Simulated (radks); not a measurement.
Values are calculated unless marked as measured or tabulated.
Mo2+, 40 electrons, occupied as [Kr] 4d4. Code: a radial shooting solver on a logarithmic mesh with Libxc functionals. Model: scalar-relativistic Kohn-Sham, PBEsol, spin-polarised, spherical densities, point nucleus; open shells are filled with parallel spins first (spin-orbit coupling, left out, can overturn this in heavy ions).

Normalised radial functions P(r) = r R(r), r in bohr:

r	4p up	4d down
0.001198	0.0007	0.0000
0.001831	0.0014	0.0000
0.002798	0.0030	0.0000
0.00431	0.0066	0.0000
0.006587	0.0141	0.0001
0.01006	0.0296	0.0005
0.01538	0.0599	0.0016
0.02369	0.1161	0.0050
0.0362	0.2023	0.0150
0.05531	0.3020	0.0413
0.08452	0.3397	0.1016
0.1302	0.1751	0.2131
0.1989	-0.2258	0.3423
0.304	-0.5329	0.3662
0.4645	-0.2142	0.1246
0.7155	0.6219	-0.3635
1.093	1.0224	-0.7523
1.671	0.6536	-0.7487
2.553	0.1834	-0.4562
3.933	0.0171	-0.1529
6.009	0.0004	-0.0227
9.182	0.0000	-0.0010

4p up: eigenvalue -57.702 eV, 2 radial nodes at r = 0.160, 0.524 bohr, <r> = 1.23 bohr, 90 % of the charge inside 1.82 bohr. 4d down (empty): eigenvalue -18.886 eV, 1 radial node at r = 0.526 bohr, <r> = 1.73 bohr, 90 % of the charge inside 2.74 bohr.
